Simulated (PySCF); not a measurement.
```xyz
6
charge -1 multiplicity 1, angstrom
Hf    0.0000    0.0000    0.0000
H     0.0000    0.0000    1.9768
H     0.0000    0.0000   -1.9768
H     1.8952    0.0000    0.0000
H    -0.9476    1.6413    0.0000
H    -0.9476   -1.6413    0.0000
```

Method: PBE0/[Hf def2-TZVPD with ECP60, H def2-TZVPD], scalar-relativistic core potentials, density fitting, no spin–orbit coupling, PySCF.

This geometry of HfH₅⁻ is a stationary point at this level.

Task: What is the point group?

Result: D3h.

Task: Is it a minimum?

Result: No: it has 2 imaginary modes (one degenerate set), at 297i cm⁻¹ (e').

Task: List the harmonic modes with their infrared intensities.

Result: 
| symmetry | ω (cm⁻¹) | IR (km/mol, summed over degenerate members) |
| --- | --- | --- |
| e' | 297i | – |
| a2'' | 446 | 255 |
| e' | 616 | 255 |
| e'' | 671 | 0.0 |
| a2'' | 1301 | 1713 |
| a1' | 1482 | 0.0 |
| e' | 1544 | 1821 |
| a1' | 1638 | 0.0 |

Task: What are the dipole moment and the gap between the highest occupied and lowest empty levels?

Result: 0.00 D about the centre of mass and 4.97 eV.

In D3h the vibrations span 3e' + 2a2'' + e'' + 2a1'. The a1', e'' modes carry no infrared intensity, as symmetry demands.

This need not be the most stable arrangement of these atoms. The lowest empty level of this anion is unbound, so it and the gap depend on the basis. At this level a singlet minimum of C4v symmetry lies 10 kJ/mol below this structure. Spin–orbit coupling, left out here, can matter for elements this heavy.
